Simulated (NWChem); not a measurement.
System: C2H5ClOSi; SMILES O=C([SiH2]Cl)C

Here is an NWChem input.

```
start job
memory heap 200 mb stack 900 mb global 1100 mb
geometry units angstroms noautosym nocenter noautoz
  C     -1.601982     1.326472     0.092029
  C     -0.093666     1.268438     0.112422
  O      0.611154     2.265323     0.099184
  Si     0.944411    -0.361986     0.161796
  Cl    -0.223249    -2.093777     0.189165
  H     -1.986585     0.789550    -0.784925
  H     -2.010487     0.814660     0.973043
  H     -1.938386     2.366845     0.071992
  H      1.798983    -0.392831    -1.046917
  H      1.771802    -0.336011     1.389316
end
basis spherical
  * library def2-svp
end
dft
  xc m05-2x
  iterations 150
end
cosmo
  do_cosmo_smd true
  solvent water
end
task dft energy
```

Parts of the log:

```
             Northwest Computational Chemistry Package (NWChem) 7.3.0
             --------------------------------------------------------

                             Geometry "geometry" -> ""
                             -------------------------

 Output coordinates in angstroms (scale by  1.889725989 to convert to a.u.)

  No.       Tag          Charge          X              Y              Z
 ---- ---------------- ---------- -------------- -------------- --------------
    1 C                    6.0000    -1.60198200     1.32647200     0.09202900
    2 C                    6.0000    -0.09366600     1.26843800     0.11242200
    3 O                    8.0000     0.61115400     2.26532300     0.09918400
    4 Si                  14.0000     0.94441100    -0.36198600     0.16179600
    5 Cl                  17.0000    -0.22324900    -2.09377700     0.18916500
    6 H                    1.0000    -1.98658500     0.78955000    -0.78492500
    7 H                    1.0000    -2.01048700     0.81466000     0.97304300
    8 H                    1.0000    -1.93838600     2.36684500     0.07199200
    9 H                    1.0000     1.79898300    -0.39283100    -1.04691700
   10 H                    1.0000     1.77180200    -0.33601100     1.38931600

 Effective nuclear repulsion energy (a.u.)     266.5512635891

                                 NWChem DFT Module
                                 -----------------

 Summary of "ao basis" -> "ao basis" (spherical)
 ------------------------------------------------------------------------------
       Tag                 Description            Shells   Functions and Types
 ---------------- ------------------------------  ------  ---------------------
 C                          def2-svp                 6       14   3s2p1d
 O                          def2-svp                 6       14   3s2p1d
 Si                         def2-svp                 8       18   4s3p1d
 Cl                         def2-svp                 8       18   4s3p1d
 H                          def2-svp                 3        5   2s1p

 in cosmo_initialize ...
 calling solv_data for solv:h2o

 solvent parameters
 solvname_short: h2o
 solvname_long:  water
 dielec:       78.4000
 dielecinf:     1.7769
 aqueous SMD model solvent descriptors
 dielec:       78.4000
 sola:          0.8200

          ---------------
          -cosmo- solvent
          ---------------
 Cosmo: York-Karplus, doi: 10.1021/jp992097l
 dielectric constant -eps-     =  78.40
 screen = (eps-1)/(eps    )    =   0.98724
 surface charge correction     = lagrangian

   van der Waals surface
 --------------------------

[...]

                                COSMO-SMD solvation results
                                ---------------------------

             internal energy in gas <Psi(g)|H|Psi(g)> =      -903.772917078660
         internal energy in solvent <Psi(s)|H|Psi(s)> =      -903.770832711656
                               delta internal energy  =         0.002084367004 (    1.31 kcal/mol)
   total free energy in solvent <Psi(s)|H+V/2|Psi(s)> =      -903.782411242122
 polarization energy contribution <Psi(s)|V/2|Psi(s)> =        -0.011578530466 (   -7.27 kcal/mol)
    total free energy in solvent including G(SMD-CDS) =      -903.776045433693
                       G(SMD-CDS) energy contribution =         0.006365808428 (    3.99 kcal/mol)
     1 M fixed-concentration free energy of solvation =        -0.003128355034 (   -1.96 kcal/mol)

                       DFT Final Molecular Orbital Analysis
                       ------------------------------------

 Vector   26  Occ=2.000000D+00  E=-4.014849D-01
              MO Center= -8.2D-02, -1.6D+00,  1.8D-01, r^2= 2.8D+00
   Bfn.  Coefficient  Atom+Function         Bfn.  Coefficient  Atom+Function
  ----- ------------  ---------------      ----- ------------  ---------------
    71      0.544420   5 Cl px               68      0.403519   5 Cl px
    72     -0.235476   5 Cl py               65      0.233679   5 Cl px
    69     -0.167107   5 Cl py               32      0.162834   3 O  px
    17      0.121078   2 C  s                35      0.120050   3 O  px
    66     -0.097490   5 Cl py               45     -0.096917   4 Si s

 Vector   27  Occ=2.000000D+00  E=-3.783018D-01
              MO Center=  4.3D-01, -1.4D+00,  1.8D-01, r^2= 3.2D+00
   Bfn.  Coefficient  Atom+Function         Bfn.  Coefficient  Atom+Function
  ----- ------------  ---------------      ----- ------------  ---------------
    73      0.543433   5 Cl pz               70      0.389517   5 Cl pz
    67      0.225473   5 Cl pz               94      0.211657   9 H  s
    99     -0.211732  10 H  s                52     -0.171624   4 Si pz
    95      0.163747   9 H  s               100     -0.163708  10 H  s
    49      0.087364   4 Si pz               34      0.084054   3 O  pz

 Vector   28  Occ=2.000000D+00  E=-3.182726D-01
              MO Center=  2.0D-01,  1.2D+00,  1.2D-01, r^2= 3.2D+00
   Bfn.  Coefficient  Atom+Function         Bfn.  Coefficient  Atom+Function
  ----- ------------  ---------------      ----- ------------  ---------------
    32      0.353142   3 O  px               33     -0.297704   3 O  py
    35      0.286296   3 O  px               17     -0.263162   2 C  s
     4      0.241930   1 C  px               36     -0.242737   3 O  py
     3      0.215236   1 C  s                18     -0.194435   2 C  px
    19      0.192323   2 C  py               45     -0.189802   4 Si s

 Vector   29  Occ=0.000000D+00  E=-7.339432D-03
              MO Center=  1.7D-01,  1.2D+00,  1.2D-01, r^2= 2.6D+00
   Bfn.  Coefficient  Atom+Function         Bfn.  Coefficient  Atom+Function
  ----- ------------  ---------------      ----- ------------  ---------------
    23      0.491853   2 C  pz               20      0.451699   2 C  pz
    37     -0.417741   3 O  pz               55      0.406822   4 Si pz
    34     -0.371598   3 O  pz               95      0.350170   9 H  s
   100     -0.349892  10 H  s                79      0.119050   6 H  s
    84     -0.117737   7 H  s                80      0.113527   6 H  s

 Vector   30  Occ=0.000000D+00  E= 5.565473D-02
              MO Center=  9.3D-01, -4.5D-01,  1.6D-01, r^2= 3.5D+00
   Bfn.  Coefficient  Atom+Function         Bfn.  Coefficient  Atom+Function
  ----- ------------  ---------------      ----- ------------  ---------------
    54      1.043314   4 Si py               64      0.573940   5 Cl s
    53      0.509522   4 Si px               72      0.465861   5 Cl py
    71      0.354440   5 Cl px               51      0.271604   4 Si py
    17     -0.237863   2 C  s                63      0.211953   5 Cl s
     3      0.190957   1 C  s                45     -0.186324   4 Si s

 Vector   31  Occ=0.000000D+00  E= 8.752845D-02
              MO Center=  7.5D-01, -4.5D-01,  1.6D-01, r^2= 4.1D+00
   Bfn.  Coefficient  Atom+Function         Bfn.  Coefficient  Atom+Function
  ----- ------------  ---------------      ----- ------------  ---------------
    53      1.269427   4 Si px               17      0.943581   2 C  s
    54     -0.809834   4 Si py               22     -0.607866   2 C  py
    46     -0.487043   4 Si s                95     -0.477351   9 H  s
   100     -0.479732  10 H  s                 3      0.309003   1 C  s
    72      0.249754   5 Cl py               80     -0.233559   6 H  s

     Multipole analysis of the density
     ---------------------------------

     L   x y z        total         alpha         beta         nuclear
     -   - - -        -----         -----         ----         -------
     0   0 0 0     -0.000000    -28.000000    -28.000000     56.000000

     1   1 0 0     -0.616656     -1.987531     -1.987531      3.358406
     1   0 1 0     -0.354850      3.344794      3.344794     -7.044437
     1   0 0 1     -0.002327     -7.657989     -7.657989     15.313652

     2   2 0 0    -30.841375   -104.508714   -104.508714    178.176054
     2   1 1 0     -3.986885     12.867655     12.867655    -29.722194
     2   1 0 1     -0.056347     -1.814010     -1.814010      3.571673
     2   0 2 0    -41.006423   -279.014930   -279.014930    517.023437
     2   0 1 1      0.054573      6.954833      6.954833    -13.855093
     2   0 0 2    -31.988775    -26.304932    -26.304932     20.621089
```

Level: M05-2X/def2-SVP, SMD on the gas-phase geometry. All runs use the structure optimised with B3LYP/6-31G* (spherical d). Solvent: water.
